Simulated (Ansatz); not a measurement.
Potential energy surface of H2B, doublet: symmetric bend, bond length relaxed. Scanned: H-B-H angle. Other coordinates (B-H bond length) were minimised at PBE0/def2-TZVP.

The free coordinates were minimised at PBE0/def2-TZVP in PySCF; the energy column is full CI/cc-pVTZ, frozen core in Ansatz (a program for electronic structure), in kcal/mol.

| a / ° | B-H bond length / Å | E |
|---|---|---|
| 170.18 | 1.175 | 7.3 |
| 161.77 | 1.177 | 5.7 |
| 149.11 | 1.183 | 2.7 |
| 138.01 | 1.187 | 0.7 |
| 129.23 | 1.191 | 0.0 |
| 120.63 | 1.195 | 0.6 |
| 107.58 | 1.202 | 4.3 |
| 98.43 | 1.207 | 9.4 |
| 91.03 | 1.212 | 15.1 |
| 80.09 | 1.221 | 26.6 |
| 71.88 | 1.228 | 37.7 |
| 60 | 1.240 | 57.8 |

The scan ran from 180.0 to 60.0; beyond the range shown the relaxed coordinates jump or full CI changes its symmetry label.
